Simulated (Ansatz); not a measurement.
Z-matrix (Å, degrees):
```
C
N 1 1.449
H 1 1.092 2 109.1
H 1 1.100 2 114.3 3 -120.5
H 1 1.094 2 110.5 3 117.6
Ge 2 1.829 1 119.8 3 44.2
H 2 1.009 1 113.0 3 -176.3
N 6 1.829 2 104.5 1 -65.2
H 6 1.547 2 104.9 1 172.5
H 6 1.547 2 115.8 1 49.6
C 8 1.449 6 119.8 2 -65.2
H 8 1.009 6 114.5 2 155.9
H 11 1.100 8 114.3 6 -76.4
H 11 1.092 8 109.1 6 44.2
H 11 1.094 8 110.5 6 161.8
```

Charge 0, multiplicity 1.

Question: List the PBE0/def2-TZVPP orbital energies in eV (Ansatz). (Best estimate.)

Answer: Ansatz gave: Occupied: -10859.75, -1357.96, -1207.78, -1207.77, -1207.76, -390.74, -390.74, -278.45, -278.45, -170.76, -120.55, -120.55, -120.54, -33.48, -33.43, -33.40, -33.34, -33.32, -24.36, -23.89, -18.44, -18.22, -15.18, -13.11, -12.95, -11.95, -11.62, -11.40, -11.05, -9.61, -9.61, -9.09, -6.68, -6.44. Lowest empty: 0.90, 1.14, 1.77, 2.10, 2.18, 2.47, 2.79, 3.24.
